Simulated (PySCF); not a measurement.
A structure optimised at PBE-D3(BJ)/def2-SVP, used in a PySCF frequency run:

```xyz
7

W      0.0307     0.0274     0.0000
O      1.0201     0.1209     1.4104
O      1.0201     0.1209    -1.4104
F     -1.2447     1.4197     0.0000
N     -0.7910    -1.7342     0.0000
H     -0.9272    -2.3003     0.8444
H     -0.9272    -2.3003    -0.8444
```
Charge 0, spin multiplicity 1.

**Question.** Write its SMILES, formula and point group.

**Answer.** [NH2][W](=[O])(=[O])[F], FH2NO2W, Cs

**Question.** What are its rotational constants (standard atomic weights)?

**Answer.** 3.6978, 3.1906, 3.0649 GHz
